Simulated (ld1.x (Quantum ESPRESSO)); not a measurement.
## Before and after: TM potential for beryllium

Be, norm-conserving Troullier–Martins (Kleinman–Bylander form), made with ld1.x (Quantum ESPRESSO) 7.5 (PBE, scalar-relativistic). Core [He], reference 2s1 2p1. Waves: 2p (bound): rc 2.60 bohr; 2s (bound): rc 2.20 bohr. Local part: the s channel. Core correction: none.

All-electron outer shells of the reference configuration (PBE, scalar-relativistic, ld1.x):

```json
{"shell": "1s", "level (eV)": "-107.63", "outermost node (bohr)": "–", "outermost maximum (bohr)": "0.27"}
{"shell": "2s", "level (eV)": "-6.16", "outermost node (bohr)": "0.59", "outermost maximum (bohr)": "2.02"}
{"shell": "2p", "level (eV)": "-2.53", "outermost node (bohr)": "–", "outermost maximum (bohr)": "2.23"}
```

Change: wave 2p (bound): rc 2.60 bohr becomes 2p (bound): rc 2.38 bohr.

Cutoffs: the cutoffs (Ry, on a coarse ladder) from which the occupation-weighted sum of valence levels, in a spherical-Bessel basis at the reference potential, stays within 10 and 1 mRy of its value at 400 Ry; they do not see the model core or the augmentation charge, which bear on the density cutoff. Errors are all-electron minus pseudo energies relative to the spin-unpolarised reference configuration.

Task: What does the change do?

Result: The potential gets harder (10 Ry and 15 Ry → 10 Ry and 18 Ry); of the 5 tests that both files solve, the error grows in 2 and shrinks in 1 by more than 15 % and 0.3 meV (median size 11.2 → 11.1 meV); neither file shows a bound ghost. A smaller radius makes the pseudo-wave follow the all-electron one further in, where it bends more sharply, so more plane waves are needed.

```tsv
quantity	base	changed
cutoff, loose	10 Ry	10 Ry
cutoff, tight	15 Ry	18 Ry
bound ghosts	none	none
error for 2s2 2p0, meV [ΔE -3.61 eV]	+0.8	+2.3
error for 2s1 2p0, meV [ΔE 5.94 eV]	+32	+30
error for 2s1.5 2p0, meV [ΔE 0.15 eV]	+11	+11
error for 2s0 2p1, meV [ΔE 9.85 eV]	-15	-12
error for 2s0 2p2, meV [ΔE 3.64 eV]	0.0	+1.1
```
